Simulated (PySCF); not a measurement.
# Energy of Fe (iron, neutral) between two integer charges

The 4s beta orbital of [Ar] 3d6 4s2 is emptied in steps (occupation f), with all orbitals relaxed, ending at [Ar] 3d6 4s1. Calculation: PySCF 2.14, in aug-cc-pVDZ (7s6p4d2f, 59 functions); no relativity, point nucleus. The exact energy is a straight line in f; departures are measured from the line between the end points of the same method.

```tsv
f	PBE0 (eV)	LC-wPBE (eV)
1	0.000	0.000
0.8	-0.340	0.013
0.6	-0.511	0.017
0.4	-0.511	0.012
0.2	-0.340	0.003
0	0.000	0.000
```

```tsv
method	E(f=0) − E(f=1) (eV)	−ε at f=1 (eV)	−ε at f=0.4 (eV)
PBE0	7.537	5.419	7.961
LC-wPBE	7.368	7.457	7.325
```

Orbital energy along the path (eV):

```csv
f,PBE0,LC-wPBE
1,-5.419,-7.457
0.8,-6.259,-7.412
0.6,-7.107,-7.363
0.4,-7.961,-7.325
0.2,-8.829,-7.338
0,-9.443,-7.324
```

Reference removal energy between the ground levels: 7.902 eV (measured; NIST Atomic Spectra Database, ionization energies). The calculation has no spin-orbit coupling.
